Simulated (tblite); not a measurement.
Species: C4H5F4O (doublet state).
Numbering: `[F:1][CH2:2][O:3][CH2:4][CH:5][C:6]([F:7])([F:8])[F:9]` (hydrogens: H10, H11 on C2; H12, H13 on C4; H14 on C5)

Structure optimised with GFN2-xTB, isolated species. This method treats the open shell by occupation alone, without spin polarisation.

Question: What internal coordinates does the optimisation give?

Answer: 
```csv
bond,length (pm),order
F1–C2,137.5,single
C2–O3,136.8,single
O3–C4,141.2,single
C4–C5,146.7,single
C5–C6,147.2,single
"C6–F7, C6–F8",135.7,single
C6–F9,133.4,single
C2–H10,110.4,single
C2–H11,109.5,single
"C4–H12, C4–H13",110.9,single
C5–H14,107.2,single
```

Bonds in one row agree within 1 pm and their mean is given. Orders are formal, as drawn. A selection of angles:
```csv
angle,degrees
F1–C2–O3,111.1
F1–C2–H10,105.7
F1–C2–H11,107.3
O3–C2–H10,113.3
O3–C2–H11,107.6
H10–C2–H11,111.7
C2–O3–C4,114.5
O3–C4–C5,110.0
O3–C4–H12,109.8
C5–C4–H12,110.3
C5–C4–H13,110.7
H12–C4–H13,105.6
C4–C5–C6,120.0
C4–C5–H14,120.7
C6–C5–H14,119.3
C5–C6–F7,113.3
F7–C6–F8,104.3
F7–C6–F9,106.6
```

Dihedral angles: F1–C2–O3–C4 66° (synclinal); C2–O3–C4–C5 178° (antiperiplanar); O3–C4–C5–C6 -173° (antiperiplanar); C4–C5–C6–F7 -60° (synclinal). The mirror-image conformer, all signs reversed, is as good.

O3 (oxygen bonded to 2 C) is bent (angle 114.5°). C5 (carbon bonded to 2 C and H) is planar (angles 120.7°, 120.0° and 119.3°, sum 360.0°, 0.00 Å off the plane of its three neighbours). The C–O distances run from 1.368 Å (C2–O3, drawn single) to 1.412 Å (O3–C4, drawn single), a spread of 0.044 Å. Of the pairs four or more bonds apart, F1···H12 is among the closest relative to their van der Waals radii: 2.53 Å, 95 % of the sum of Bondi's values. The 4 C–F bonds span 1.334 Å (C6–F9, drawn single) to 1.375 Å (F1–C2, drawn single), a spread of 0.041 Å.

Point group: C1 (no symmetry element, even within 0.4 Å). Its GFN2-xTB frequencies are all real (lowest 17 cm⁻¹). 3 starts were optimised and ended at 0.00, 0.26 and 1.45 kcal/mol (GFN2-xTB); the lowest of these is shown.

The run took 0.28 s on Arm Neoverse V2, one thread, no GPU, on a shared host. These figures are those of the optimisation.

These are computed values.
